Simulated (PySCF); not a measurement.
**Dipole moment and polarisability of `Cc1nncc(C=O)n1`**

Species: C5H5N3O.
Atom-mapped SMILES: `[CH3:1][c:2]1[n:3][n:4][cH:5][c:6]([CH:7]=[O:8])[n:9]1` (hydrogens: H10, H11, H12 on C1; H13 on C5; H14 on C7)

Structure used (GFN2-xTB), in Å, numbered top down from 1:
```
atom  x, y, z in Å
C1    -2.440   -0.406   -0.102
C2    -1.061    0.137   -0.174
N3    -0.896    1.412   -0.535
N4     0.251    1.967   -0.335
C5     1.277    1.275    0.107
C6     1.175   -0.130    0.118
C7     2.341   -1.028    0.206
O8     3.486   -0.662    0.158
N9    -0.034   -0.672    0.034
H10   -2.773   -0.401    0.936
H11   -2.456   -1.433   -0.457
H12   -3.111    0.218   -0.686
H13    2.182    1.806    0.350
H14    2.058   -2.084    0.359
```

Level: PBE0/def2-SVPD (PySCF), static field, nuclei fixed, core orbitals frozen in the response. The polarisability tensor in these axes (au):

```
x   111.98  -2.85   5.83
y    -2.85  83.27  -4.56
z     5.83  -4.56  50.39
```

Task: What are the eigenvalues, a third of the trace, and Δα (Δα² = ½Σ(αi − αj)² over the three pairs)?

Result: Principal values 49.30, 83.45 and 112.89 au; mean 81.88 au = 12.13 Å³ = 13.50 × 10⁻⁴⁰ C²·m²/J; Δα = 55.12 au (67 % of the mean).

Task: What is the dipole moment, and where does it point?

Result: (-1.76, -1.69, 1.07) D, 2.67 D in size, pointing from the negative to the positive side. Measured along this direction, the outermost atoms are H13 at the negative end and H10 and H11 at the positive end.

Task: What would n − 1 = 2πNα be for an ideal gas of these molecules at 273.15 K and 1 atm, electronic part alone?

Result: N = p/kT = 2.6868 × 10¹⁹ cm⁻³, so n − 1 = 2π × N × 12.13 × 10⁻²⁴ cm³ = 2048 × 10⁻⁶ at long wavelengths.

Task: Along which axes do the principal values lie, and how far do the nuclei extend along each?

Result: Largest value along (0.99, -0.11, 0.10), where the nuclei span 6.70 Å; middle along (0.12, 0.99, -0.11), 3.85 Å; least along (-0.09, 0.13, 0.99), 1.53 Å. The response follows the extents in order.

Task: Estimate the molar refractivity from the static electronic polarisability.

Result: Lorentz–Lorenz: R = (4π/3)N_A α = 2.5225 cm³/(mol·Å³) × 12.13 Å³ = 30.6 cm³/mol, in the limit of long wavelengths.

Task: In TDDFT the mean static polarisability is Σ f/ω² over all singlet excitations (ω in hartree). How much of it do the 8 lowest give? Their energies (eV) and oscillator strengths: 2.40, 0.0051; 3.40, 0.0020; 3.51, 0.0008; 4.85, 0.0458; 4.94, 0.0675; 5.33, 0.0023; 5.40, 0.0009; 5.55, 0.0157.

Result: They add up to 4.78 au, 5.8 % of the 81.88 au; the largest single term is 2.05 au, from the state at 4.94 eV. Terms in order: 0.66, 0.13, 0.05, 1.44, 2.05, 0.06, 0.02, 0.38 au. Higher excitations give the rest. The strengths listed sum to 0.140.

Task: How large is μ²/3kT at 250 K beside α?

Result: In Gaussian units μ²/3kT = 68.60 Å³ against 12.13 Å³, a ratio of 5.65; the Debye molar polarisation (4π/3)N_A(α + μ²/3kT) is 203.7 cm³/mol, leaving out the vibrational part.

Isolated species at its GFN2-xTB geometry (one conformer only).

The run behind these numbers computed excited states as well. Time: 39 s wall; peak memory 0.88 GiB. Hardware: Arm Neoverse V1, one thread, shared host with 32 logical CPUs at a one-minute load of 16.
